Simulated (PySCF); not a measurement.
Ge(H)3(PH2) (GeH5P), SMILES [PH2][GeH3]. Geometry: B3LYP-D3(BJ)/def2-TZVP.

Computed equilibrium geometry at B3LYP-D3(BJ)/def2-TZVP (PySCF confirms it by a frequency run) as Cartesian coordinates in Å, and its point group:
point group Cs.
```xyz
7

Ge    -0.7397    -0.0032     0.0000
P      1.5975     0.1190     0.0000
H     -1.2564     0.7260     1.2523
H     -1.2564     0.7260    -1.2523
H     -1.2740    -1.4468     0.0000
H      1.7472    -0.8434     1.0323
H      1.7472    -0.8434    -1.0323
```
Charge 0, spin multiplicity 1.
